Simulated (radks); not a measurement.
Fractional charge and spin in the 2p shell of aluminium: the spin-up occupation runs from 2 to 3 and the spin-down occupation from 2 to 3; the fullest corner is Al+, [He] 2s2 3s2 2p(up 3, down 3). Method: non-relativistic Kohn-Sham, BLYP, spin-polarised, spherical densities, point nucleus; computed with a radial shooting solver on a logarithmic mesh with Libxc functionals. Energy (eV) minus the two flat planes that join the four corners (they meet along the diagonal where the two added fractions sum to one electron); zero is where a piecewise linear energy would lie.

| down \ up | 2 | 2.25 | 2.5 | 2.75 | 3 |
|---|---|---|---|---|---|
| 2 | 0.000 | -3.052 | -4.043 | -3.011 | 0.000 |
| 2.25 | -3.052 | -3.832 | -2.603 | 0.592 | -2.712 |
| 2.5 | -4.043 | -2.603 | 0.789 | -2.330 | -3.585 |
| 2.75 | -3.011 | 0.592 | -2.330 | -3.400 | -2.664 |
| 3 | 0.000 | -2.712 | -3.585 | -2.664 | 0.000 |

Corners above the fullest one (they belong to Al2+ and the next ion): (up 3, down 2) 92.086 eV, (up 2, down 3) 92.086 eV, (up 2, down 2) 217.86 eV. With half an added electron in each spin the energy lies 0.789 eV from the planes, and with half an added electron in spin up alone -4.043 eV. The planes are only a guide here: the flat-plane condition holds for ground states with one frontier orbital, while this shell lies below other occupied shells, so the corners above the fullest one are inner-hole states and not the ground states of those ions.
